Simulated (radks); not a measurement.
Charge is removed step by step from the 3p down level of neutral chromium, starting from [Ne] 3s2 3p(up 3, down 3) 3d5 4s1. Method: scalar-relativistic Kohn-Sham, BLYP, spin-polarised, spherical densities, finite nucleus; open shells are filled with parallel spins first; Fermi nuclear charge, rms radius 3.6452 fm; computed with a radial shooting solver on a logarithmic mesh with Libxc functionals.

\begin{tabular}{lrrr}
removed (e) & E - E(0) (eV) & eigenvalue (eV) & E minus straight line (eV) \\ \hline
0 & 0.000 & -41.833 & 0.000 \\
0.1 & 4.228 & -42.772 & -0.502 \\
0.2 & 8.554 & -43.776 & -0.907 \\
0.3 & 12.983 & -44.839 & -1.208 \\
0.4 & 17.521 & -45.956 & -1.400 \\
0.5 & 22.173 & -47.122 & -1.478 \\
0.6 & 26.944 & -48.335 & -1.437 \\
0.7 & 31.838 & -49.590 & -1.273 \\
0.8 & 36.860 & -50.885 & -0.981 \\
0.9 & 42.014 & -52.217 & -0.558 \\
1 & 47.302 & -53.584 & 0.000 \\
\end{tabular}

Removing the whole electron costs 47.302 eV by Delta-SCF, against 41.833 eV from minus the eigenvalue at the starting occupation. Slater's transition state (half an electron removed) gives 47.122 eV. Integrating minus the eigenvalue over the occupation (Janak's theorem) gives 47.316 eV. In this scalar-relativistic scheme the density is built from large components alone, so the theorem holds only approximately. The mean slope of the eigenvalue, de/dn, is 11.8 eV per electron.
